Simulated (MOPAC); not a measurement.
MOPAC input (MNDO):

```
MNDO PRECISE GNORM=0.05 LET XYZ GEO-OK AUX(PRECISION=9) THREADS=1
Cl2Hg

Hg    0.00000000 1    0.00000000 1    0.00000000 1
Cl   -0.00000000 1   -0.00000000 1   -2.28483900 1
Cl    0.00000000 1    0.00000000 1    2.28483900 1
```

Output:

```
 *******************************************************************************
 **                                                                           **
 **                              MOPAC v23.2.5                                **
 **                                                                           **
 *******************************************************************************
 ** MOPAC's Digital Object Identifier: https://doi.org/10.5281/zenodo.6511958 **
 **                                                                           **
 ** Please cite the open-source release paper for use of this MOPAC version:  **
 ** J. E. Moussa and J. J. P. Stewart (2026)                                  **
 ** MOPAC: An open-source semiempirical molecular orbital program             **
 ** J. Open Source Softw., 11(119), 8025, https://doi.org/10.21105/joss.08025 **
 *******************************************************************************

                              MNDO CALCULATION RESULTS

 *******************************************************************************
 *  MNDO       - The MNDO Hamiltonian to be used
 *  GEO-OK     - OVERRIDE INTERATOMIC DISTANCE AND OTHER SAFETY CHECKS
 *  LET        - OVERRIDE SOME SAFETY CHECKS
 *  PRECISE    - TIGHTER CRITERIA TO BE USED
 *  XYZ        - CARTESIAN COORDINATE SYSTEM TO BE USED
 *  GNORM      - EXIT WHEN GRADIENT NORM DROPS BELOW 0.050
 *  AUX        - OUTPUT AUXILIARY INFORMATION
 *******************************************************************************
MNDO PRECISE GNORM=0.05 LET XYZ GEO-OK AUX(PRECISION=9) THREADS=1
 Cl2Hg

   ATOM   CHEMICAL          X               Y               Z
  NUMBER   SYMBOL      (ANGSTROMS)     (ANGSTROMS)     (ANGSTROMS)

     1      Hg          0.00000000  *   0.00000000  *   0.00000000  *
     2      Cl         -0.00000000  *  -0.00000000  *  -2.28483900  *
     3      Cl          0.00000000  *   0.00000000  *   2.28483900  *

          CARTESIAN COORDINATES

    NO.       ATOM           X           Y           Z

     1        Hg          0.0000      0.0000      0.0000
     2        Cl         -0.0000     -0.0000     -2.2848
     3        Cl          0.0000      0.0000      2.2848

 Cl: (MNDO): M.J.S.DEWAR, H.S.RZEPA, J. COMP. CHEM., 4, 158, (1983)
 Hg: (MNDO): M.J.S.DEWAR,  ET. AL. ORGANOMETALLICS 4, 1964, (1985)

           Empirical Formula: Hg Cl2  =     3 atoms

      MOLECULAR POINT GROUP   :   D*h

      RHF CALCULATION, NO. OF DOUBLY OCCUPIED LEVELS = 8

          Geometry optimization using EF

          DIAGONAL MATRIX USED AS START HESSIAN

 CYCLE:     1  GRAD.:     8.864 HEAT: -36.83128
 CYCLE:     2  GRAD.:     7.465 HEAT: -36.86759
 CYCLE:     3  GRAD.:     0.179 HEAT: -36.94088
 CYCLE:     4  GRAD.:     0.002 HEAT: -36.94092

     GRADIENT =  0.00170 IS LESS THAN CUTOFF =  0.05000

 -------------------------------------------------------------------------------
 MNDO PRECISE GNORM=0.05 LET XYZ GEO-OK AUX(PRECISION=9) THREADS=1
 Cl2Hg

     GEOMETRY OPTIMISED USING EIGENVECTOR FOLLOWING (EF).
     SCF FIELD WAS ACHIEVED

                              MNDO CALCULATION
                                                       MOPAC v23.2.5 Linux

          FINAL HEAT OF FORMATION =        -36.94092 KCAL/MOL =    -154.56083 KJ/MOL

          COSMO AREA              =        106.79 SQUARE ANGSTROMS
          COSMO VOLUME            =         85.55 CUBIC ANGSTROMS

          GRADIENT NORM           =          0.00170          =       0.00098 PER ATOM
          IONIZATION POTENTIAL    =         12.598840 EV
          HOMO LUMO ENERGIES (EV) =        -12.599 -2.532
          NO. OF FILLED LEVELS    =          8
          MOLECULAR WEIGHT        =        271.4960         POINT GROUP:  D*h

          MOLECULAR DIMENSIONS (Angstroms)

            Atom       Atom       Distance
           Cl     3   Cl     2     4.53498
           Cl     3   Cl     2     0.00000
           Cl     2   Hg     1     0.00000

          SCF CALCULATIONS        =          5

   ATOM   CHEMICAL          X               Y               Z
  NUMBER   SYMBOL      (ANGSTROMS)     (ANGSTROMS)     (ANGSTROMS)

     1      Hg          0.00000000  *   0.00000000  *   0.00000000  *
     2      Cl         -0.00000000  *  -0.00000000  *  -2.26748987  *
     3      Cl          0.00000000  *   0.00000000  *   2.26748987  *

                             CARTESIAN COORDINATES

   1   Hg        0.000000000     0.000000000     0.000000000
   2   Cl       -0.000000000    -0.000000000    -2.267489866
   3   Cl        0.000000000     0.000000000     2.267489866

           Empirical Formula: Hg Cl2  =     3 atoms

      MOLECULAR POINT GROUP   :   D*h

                  EIGENVALUES
 -24.95204 -24.37577 -15.19425 -14.80693 -13.12074 -13.12074 -12.59884 -12.59884
  -2.53158   4.37715   4.37715   5.23942

              NET ATOMIC CHARGES AND DIPOLE CONTRIBUTIONS

  ATOM NO.   TYPE          CHARGE      No. of ELECS.   s-Pop       p-Pop
    1         Hg           0.630734        1.3693     0.78380     0.58547
    2         Cl          -0.315367        7.3154     1.97531     5.34005
    3         Cl          -0.315367        7.3154     1.97531     5.34005
 DIPOLE           X         Y         Z       TOTAL
 POINT-CHG.    -0.000     0.000     0.000     0.000
 HYBRID         0.000     0.000    -0.000     0.000
 SUM            0.000     0.000     0.000     0.000

          ATOMIC ORBITAL ELECTRON POPULATIONS

     Atom    s        px        py        pz
    1 Hg   0.78380   0.07172   0.07172   0.44203
    2 Cl   1.97531   1.96414   1.96414   1.41178
    3 Cl   1.97531   1.96414   1.96414   1.41178

 **********************
 *                    *
 * JOB ENDED NORMALLY *
 *                    *
 **********************

 == MOPAC DONE ==
```

The geometry given is a B3LYP-D3(BJ)/def2-TZVP minimum.
